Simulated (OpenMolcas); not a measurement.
## Br5+: effect of the IPEA shift

- Program: OpenMolcas
- Basis: ANO-RCC-VTZP [6s5p3d1f]
- Scalar Hamiltonian: DKH2, point nucleus
- Active space: 2 electrons in 4 orbitals (4s 4p)
- State averaging: 2S+1 = 3 even, 3 roots; 2S+1 = 1 even, 7 roots; 2S+1 = 3 odd, 3 roots; 2S+1 = 1 odd, 3 roots
- Spin-orbit coupling: state interaction with AMFI integrals over the reference wave functions, term energies averaged over their components

Methods on the same reference wave functions:
A. CASSCF
B. MS-CASPT2, IPEA 0 Eh, imaginary shift 0.1 Eh (closed shells correlated: 3d)
C. MS-CASPT2, IPEA 0.25 Eh, imaginary shift 0.1 Eh (closed shells correlated: 3d)

Energies in cm-1 above 4s2 1S0, the measured ground level; measured values from Moore, Atomic Energy Levels, vol. II, NSRDS-NBS 35 (1971 reprint of NBS Circular 467, 1952).

```json
{"Level": "4s2 1S0", "A": "0.0", "B": "0.0", "C": "0.0", "Measured": "0.0"}
{"Level": "4s 4p 3P* 0", "A": "100727", "B": "101012", "C": "101087", "Measured": "104316"}
{"Level": "4s 4p 3P* 1", "A": "102715", "B": "102977", "C": "103052", "Measured": "106431"}
{"Level": "4s 4p 3P* 2", "A": "107101", "B": "107386", "C": "107461", "Measured": "111336"}
{"Level": "4s 4p 1P* 1", "A": "161958", "B": "153799", "C": "154297", "Measured": "151274"}
{"Level": "4p2 3P0", "A": "242351", "B": "242193", "C": "242367", "Measured": "244136"}
{"Level": "4p2 3P1", "A": "245059", "B": "245033", "C": "245203", "Measured": "247406"}
{"Level": "4p2 3P2 [53 %]", "A": "248606", "B": "246435", "C": "247259", "Measured": ""}
{"Level": "4p2 1D2 [53 %]", "A": "263250", "B": "252281", "C": "253417", "Measured": ""}
{"Level": "4p2 1S0", "A": "294982", "B": "286200", "C": "286604", "Measured": ""}
```

Deviations, from unrounded energies. A percentage is the sum of absolute deviations over the sum of measured energies, with the sign that they share, or ± where signs differ.

```tsv
Against measurement	Levels	A	B	C
mean absolute deviation (cm-1)	6	4400	2900	2900
other configurations (%)	6	±2.7	±1.8	±1.8
```

B, C lie about equally close to measurement and A furthest from it. The largest miss of C in the table is 4s 4p 3P* 2, by -3900 cm-1. The ranking rests on the paired levels alone, and a cruder setting can come out closer through cancelling errors.

Between B and C the level of the table that moves most is 4p2 1D2 [53 %], by 1100 cm-1 (lowest in B, highest in C).

The lowest spin-free term lies below A's lowest term by 0.039 hartree in B, 0.039 hartree in C.

Over all roots computed the reference weight is 0.92 to 0.99 in B, 0.94 to 0.99 in C; the roots of lowest weight are the least certain, and an intruder state may touch them. The ¹D term of p² mixes with s d, which this space lacks. Computed and measured levels are paired by configuration, term and J; levels that our copy of the source lacks, or whose pairing is in doubt (as where it misses far off the trend of its configuration), stay unpaired and out of the deviations. Levels of configurations outside the active space are missing.

A share in square brackets marks a mixed level and gives the weight of the term that names it, the lowest over the columns. * marks odd parity.
